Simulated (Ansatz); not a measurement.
CH4BOSb, SMILES `[BH]1C[O][SbH]1`. The species carries charge 0 and has multiplicity 1. Sb: def2 effective core potential.

```
atom   x (Å)   y (Å)   z (Å)
  B1  -0.201   0.315   0.926
  C2   0.852   0.095  -0.203
  O3   0.139   0.171  -1.441
 Sb4  -1.723   0.420  -0.722
  H5  -0.098   0.340   2.111
  H6   1.325  -0.897  -0.086
  H7   1.689   0.813  -0.184
  H8  -1.983  -1.257  -0.401
```

Q: List the harmonic frequencies (cm⁻¹, unscaled) at PBE0-D4/def2-TZVP in Ansatz. (Best estimate.)

A: The calculation gave: 158, 332, 395, 484, 517, 631, 685, 816, 825, 994, 1066, 1175, 1275, 1400, 1880, 2678, 2950, 2988.

Q: Is this a minimum?

A: Yes, all 18 modes are real.

Q: Give the ideal-gas thermochemistry at 298.15 K and 1 bar (rigid rotor, harmonic oscillator; point group C1, symmetry number 1).

A: Zero-point energy 127.1 kJ/mol; H(298) − E = 143.0 kJ/mol; entropy 311.1 J/(mol·K), of which translation 172.5, rotation 107.3, vibration 31.4; G(298) − E = 50.3 kJ/mol.

Q: And at 400, 500, 600, 800 and 1000 K?

A: 
```csv
T (K),H − E (kJ/mol),S (J/mol/K),G − E (kJ/mol)
400,152.3,337.9,17.2
500,163.0,361.5,-17.8
600,174.8,383.0,-55.0
800,201.0,420.6,-135.5
1000,229.7,452.6,-222.9
```

Q: Rotational constants (cm⁻¹)?

A: 0.352, 0.1117, 0.08879.
